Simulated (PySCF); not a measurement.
Ranking problems on computed properties.

Species are written as SMILES; each is one conformer at its optimised geometry, gas phase, non-relativistic unless stated; the electronic structure was computed with PySCF and density fitting.

The conformers computed, where there is a choice (atom-mapped SMILES and torsion angles):
- `[CH2:1]=[CH:2][P:3]([CH2:4][CH3:5])[N:6]([SiH3:7])[SiH3:8]`: C1–C2–P3–C4 26°, C2–P3–C4–C5 170°, C2–P3–N6–Si7 131°
- `[CH2:1]=[CH:2][C:3]1=[CH:4][CH:5]=[C:6]([Cl:7])[CH:8]=[CH:9][CH2:10]1`: C1–C2–C3–C4 177°
- `[CH3:1]/[C:2]([NH2:3])=[O+:4]/[Al-:5]([Cl:6])([Cl:7])/[O+:8]=[C:9](/[CH3:10])[NH2:11]`: C2–O4–Al5–Cl6 -15°, O4–Al5–O8–C9 -127°, H–N3–C2–C1 0°, H–N3–C2–C1 180°, H–N11–C9–O8 180°, H–N11–C9–O8 1°
- `[CH3:1][C:2](=[S:3])[CH:4]([F:5])[F:6]`: C1–C2–C4–F5 -58°
- `[F:1][CH2:2][C:3](=[S:4])[CH2:5][F:6]`: F1–C2–C3–S4 -140°, C2–C3–C5–F6 40°
- `[N:1]#[C:2][CH2:3][CH:4]=[C:5]=[O:6]`: C2–C3–C4–C5 -109°

(1) Rank by static isotropic polarisability, highest first (CAM-B3LYP/def2-SVPD at PBE0-D3(BJ)/def2-SVP geometries).
A. `C/C(N)=[O+]/[Al-]([Cl])([Cl])/[O+]=C(/C)N`
B. `C=CP(CC)N([SiH3])[SiH3]`
C. `C[NH3+]`
D. `CC(=S)C(F)F`
E. `C=CC1=CC=C(Cl)C=CC1`

(2) Give the two extremes of that set as polarisability volumes in Å³.

(3) Rank by lowest singlet excitation, highest first (TDDFT CAM-B3LYP/def2-SVPD at PBE0-D3(BJ)/def2-SVP geometries).
A. `C[NH3+]`
B. `C=CC1=CC=C(Cl)C=CC1`
C. `S=C=[Se]`
D. `C/C(N)=[O+]/[Al-]([Cl])([Cl])/[O+]=C(/C)N`
E. `CC(=S)C(F)F`
F. `C=CP(CC)N([SiH3])[SiH3]`

(4) Give the two extremes of that set as wavelengths.

(5) Rank by dipole moment, lowest first (CAM-B3LYP/def2-SVPD at PBE0-D3(BJ)/def2-SVP geometries).
A. `C=CP(CC)N([SiH3])[SiH3]`
B. `S=C=[Se]`
C. `CC(=S)C(F)F`
D. `FCC(=S)CF`
E. `C=CC1=CC=C(Cl)C=CC1`

(6) By how much do the two ends of that ranking differ?

(7) Rank by lowest triplet excitation (Tamm–Dancoff), highest first (TDA CAM-B3LYP/def2-SVPD at PBE0-D3(BJ)/def2-SVP geometries).
A. `C(=[Se])=S`
B. `C/C(N)=[O+]/[Al-]([Cl])([Cl])/[O+]=C(/C)N`
C. `C[NH3+]`
D. `C=CP(CC)N([SiH3])[SiH3]`
E. `CC(=S)C(F)F`
F. `C=CC1=CC=C(Cl)C=CC1`

(8) Give the two extremes of that set in kJ/mol.

(9) Rank by HOMO energy, highest first (CAM-B3LYP/def2-SVPD at PBE0-D3(BJ)/def2-SVP geometries).
A. `C/C(N)=[O+]/[Al-]([Cl])([Cl])/[O+]=C(/C)N`
B. `[SiH3]N(P(CC)C=C)[SiH3]`
C. `CC(=S)C(F)F`
D. `C1C=CC(=CC=C1C=C)Cl`
E. `C[NH3+]`
F. `S=C=[Se]`

(10) By how much do the two ends of that ranking differ?

(11) Rank by smallest rotational constant, lowest first (PBE0-D3(BJ)/def2-SVP).
A. `N#CCC=C=O`
B. `C1C=C(C=C)CC=CC=1Cl`
C. `C/C(N)=[O+]/[Al-]([Cl])([Cl])/[O+]=C(/C)N`
D. `C=CP(CC)N([SiH3])[SiH3]`
E. `FCC(=S)CF`
F. `FC(C(=S)C)F`
G. `S=C=[Se]`

(12) Give the two extremes of that set in cm⁻¹.

Results:

(1) B (135.5 au), E (130.9 au), A (113.8 au), D (59.9 au), C (20.1 au).

(2) `C[NH3+]`: 2.98 Å³; `C=CP(CC)N([SiH3])[SiH3]`: 20.08 Å³.

(3) A (10.63 eV), D (6.83 eV), F (5.29 eV), B (3.96 eV), C (3.38 eV), E (2.45 eV).

(4) `CC(=S)C(F)F`: 507 nm; `C[NH3+]`: 117 nm.

(5) B (0.05 D), D (0.56 D), C (0.88 D), A (1.38 D), E (2.10 D).

(6) By 2.05 D, between `C=CC1=CC=C(Cl)C=CC1` and `S=C=[Se]`.

(7) C (10.32 eV), B (5.75 eV), D (3.86 eV), A (2.89 eV), F (2.41 eV), E (1.95 eV).

(8) `CC(=S)C(F)F`: 188 kJ/mol; `C[NH3+]`: 996 kJ/mol.

(9) D (-7.35 eV), B (-7.80 eV), C (-8.46 eV), F (-8.68 eV), A (-13.53 eV), E (-18.79 eV).

(10) By 11.44 eV, between `C=CC1=CC=C(Cl)C=CC1` and `C[NH3+]`.

(11) C (0.409 GHz), B (0.531 GHz), D (0.789 GHz), E (1.496 GHz), A (1.576 GHz), F (1.768 GHz), G (2.044 GHz).

(12) `C/C(N)=[O+]/[Al-]([Cl])([Cl])/[O+]=C(/C)N`: 0.0137 cm⁻¹; `S=C=[Se]`: 0.0682 cm⁻¹.
